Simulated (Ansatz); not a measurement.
Stepwise reaction of `[I][GeH]([I])[I]` with hydrogen, as a gas-phase model of exchange steps in deposition or etching. ΔE in kJ/mol; ΔG adds harmonic PBE0-D4 terms to CCSD(T)/CBS, at 1 bar.

Gas-phase electronic energies from Ansatz, PBE0-D4/def2-TZVP geometries. CCSD(T)/CBS adds triple-zeta CCSD(T) − MP2 to the extrapolated MP2 energy (def2 sets, frozen cores). This one scheme is used for every species. DFT in def2-TZVPP. B3LYP here is the variant with VWN-RPA as its local correlation; programs differ in this. Elements past krypton have def2 core potentials. For Ge, I outer-core shells are correlated without core-valence functions, which leaves a few kJ/mol of doubt a bond. Scalar relativity is left out up to krypton.

```json
{"step": "2", "reaction": "`[I][GeH2][I]` + H₂ → `[GeH3][I]` + HI", "PBE-D4": "66.6", "B3LYP-D4": "64.3", "ωB97M-V": "59.3", "CCSD(T)/CBS": "65.5", "ΔG(500 K)": "58.3"}
{"step": "3", "reaction": "`[GeH3][I]` + H₂ → GeH₄ + HI", "PBE-D4": "62.6", "B3LYP-D4": "61.0", "ωB97M-V": "59.9", "CCSD(T)/CBS": "63.4", "ΔG(500 K)": "60.4"}
```

(1) Give the row of step 1, `[I][GeH]([I])[I]` + H₂ → `[I][GeH2][I]` + HI. (An estimate is asked.)

(2) By hand: ΔE of the 3 steps together at CCSD(T)/CBS.

Answers

(1) Computed: 
```tsv
step	reaction	PBE-D4	B3LYP-D4	ωB97M-V	CCSD(T)/CBS	ΔG(500 K)
1	`[I][GeH]([I])[I]` + H₂ → `[I][GeH2][I]` + HI	68.7	66.7	58.8	67.0	56.0
```

(2) (67.0) + (65.5) + (63.4) = 195.9 kJ/mol, or 65.3 kJ/mol a step.

In ΔE the steps differ by no more than 3.6 kJ/mol. All are uphill at CCSD(T)/CBS. ΔG lies between 56.0 and 60.4 kJ/mol a step. PBE-D4 differs from CCSD(T)/CBS by -0.8 to 1.7 kJ/mol a step. Only this route is followed, and other bonds may react first. Isolated molecules leave out the surface, adducts and barriers. Largest T1 diagnostic: 0.012.
